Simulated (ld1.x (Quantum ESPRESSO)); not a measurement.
## Scattering properties, TM semilocal potential for Mn (Z = 25)

manganese, norm-conserving Troullier–Martins (semilocal form), made with ld1.x (Quantum ESPRESSO) 7.5 (PBEsol, scalar-relativistic). Core [Ne], reference 3s2 3p6 3d5 4s2 4p0. Waves: 3s (bound): rc 1.40 bohr; 3p (bound): rc 1.40 bohr; 3d (bound): rc 1.45 bohr. Local part: the d channel. Core correction: full core density, not smoothed (it rises at the typed radius of 1.30 bohr, so ld1.x skipped the fit).

Occupied shells without a wave of their own: 4s. They enter only through the test configuration that unscreens the potential, and ld1.x also counts them in the model core charge.

The phase is arctan(r·u′/u) with u = r·R(r), unwrapped; energies in Ry, scanned from -8 to 5 Ry. A pole is an energy at which the radial function vanishes at the test radius. The pseudo phase is shifted by a multiple of π to meet the all-electron one at the reference energy, and phase errors are pseudo minus all-electron; the curves can meet again beyond the range given. Levels narrower than the energy grid can be missing from the lists of poles.

Problem. For each channel, where are the poles, and over which energies does the pseudopotential scatter like the atom?

Solution.

```json
{"channel": "s", "radius (bohr)": "1.61", "reference energy (Ry)": "-6.29", "poles, all-electron": "-5.77", "poles, pseudo": "-5.78", "unbroken range about the reference energy with phases within 0.05 rad": "below -1.5", "phase error 1 Ry above the reference energy (rad)": "-0.004"}
{"channel": "p", "radius (bohr)": "1.61", "reference energy (Ry)": "-4.00", "poles, all-electron": "-3.29", "poles, pseudo": "-3.29", "unbroken range about the reference energy with phases within 0.05 rad": "below 2.9", "phase error 1 Ry above the reference energy (rad)": "-0.001"}
{"channel": "d", "radius (bohr)": "1.61", "reference energy (Ry)": "-0.50", "poles, all-electron": "0.66", "poles, pseudo": "0.71", "unbroken range about the reference energy with phases within 0.05 rad": "below 2.9", "phase error 1 Ry above the reference energy (rad)": "+0.010"}
```

The potential misses its own reference levels by up to 0.8 eV. ld1.x takes every shell without a wave as core, so the model core holds the 4s electrons as well and exchange and correlation see them twice. This cancels in the reference configuration, but the file is broken for other ones, and its errors say nothing about a proper core correction.

Phases in the p channel:

| E (Ry) | all-electron | pseudo |
| --- | --- | --- |
| -8.00 | 1.298 | 1.298 |
| -7.76 | 1.290 | 1.289 |
| -7.52 | 1.280 | 1.280 |
| -7.28 | 1.269 | 1.269 |
| -7.04 | 1.257 | 1.256 |
| -6.80 | 1.242 | 1.242 |
| -6.56 | 1.225 | 1.225 |
| -6.32 | 1.204 | 1.204 |
| -6.08 | 1.178 | 1.177 |
| -5.84 | 1.144 | 1.143 |
| -5.60 | 1.098 | 1.097 |
| -5.36 | 1.030 | 1.029 |
| -5.12 | 0.922 | 0.921 |
| -4.88 | 0.728 | 0.727 |
| -4.64 | 0.325 | 0.323 |
| -4.40 | -0.403 | -0.404 |
| -4.16 | -1.003 | -1.003 |
| -3.92 | -1.294 | -1.294 |
| -3.68 | -1.443 | -1.443 |
| -3.44 | -1.531 | -1.531 |
| -3.20 | -1.590 | -1.590 |
| -2.96 | -1.633 | -1.633 |
| -2.72 | -1.666 | -1.667 |
| -2.48 | -1.693 | -1.694 |
| -2.24 | -1.716 | -1.717 |
| -2.00 | -1.737 | -1.738 |
| -1.76 | -1.756 | -1.757 |
| -1.52 | -1.773 | -1.775 |
| -1.28 | -1.790 | -1.792 |
| -1.04 | -1.806 | -1.809 |
| -0.80 | -1.823 | -1.825 |
| -0.56 | -1.840 | -1.843 |
| -0.32 | -1.857 | -1.861 |
| -0.08 | -1.875 | -1.879 |
| 0.16 | -1.894 | -1.899 |
| 0.40 | -1.915 | -1.920 |
| 0.64 | -1.937 | -1.944 |
| 0.88 | -1.961 | -1.969 |
| 1.12 | -1.988 | -1.998 |
| 1.36 | -2.018 | -2.030 |
| 1.60 | -2.052 | -2.067 |
| 1.84 | -2.091 | -2.109 |
| 2.08 | -2.137 | -2.159 |
| 2.32 | -2.190 | -2.217 |
| 2.56 | -2.253 | -2.287 |
| 2.80 | -2.328 | -2.372 |
| 3.04 | -2.419 | -2.476 |
| 3.28 | -2.530 | -2.603 |
| 3.52 | -2.664 | -2.756 |
| 3.76 | -2.823 | -2.936 |
| 4.00 | -3.006 | -3.136 |
| 4.24 | -3.204 | -3.343 |
| 4.48 | -3.403 | -3.541 |
| 4.72 | -3.589 | -3.717 |
| 4.96 | -3.752 | -3.866 |
